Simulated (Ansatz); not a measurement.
Reaction (redistribution): `[SiH3]B[SiH2]Cl` + `O=C/C=[CH]/[AlH2]` → `[AlH2]/[CH]=C/B[SiH3]` + `O=C[SiH2]Cl`

Isolated molecules relaxed with PBE0-D4/def2-TZVP in Ansatz; ΔE leaves out vibrations. CCSD(T)/CBS is the MP2 limit (def2-TZVPP, def2-QZVPP) plus CCSD(T) − MP2 in def2-TZVPP, frozen cores. Double bonds are as drawn, so ΔE can hold a change between cis and trans. Functionals use def2-TZVPP. B3LYP here is the variant with VWN-RPA as its local correlation; programs differ in this. One conformer a species, not always the lowest.

(1) Is it downhill or uphill in electronic energy at CCSD(T)/CBS, and by how much? (Best estimate.)

(2) What do these levels give: PBE-D4, r2SCAN-D4, ωB97X-V, PBE, r2SCAN, PBE0, B3LYP, HF/def2-TZVPP, MP2/def2-TZVPP, CCSD(T)/def2-TZVPP, HF/def2-QZVPP, HF/CBS(def2)? (Estimate.)

Largest T1 diagnostic among the species: 0.015.

## Answers

(1) Computed: Downhill: ΔE = -2.1 kcal/mol.

(2) Computed: PBE-D4 -0.7, r2SCAN-D4 -0.5, ωB97X-V -1.0, PBE -0.8, r2SCAN -0.5, PBE0 -0.4, B3LYP -2.2, HF/def2-TZVPP -1.8, MP2/def2-TZVPP -2.7, CCSD(T)/def2-TZVPP -1.8, HF/def2-QZVPP -2.0, HF/CBS(def2) -2.1 kcal/mol.
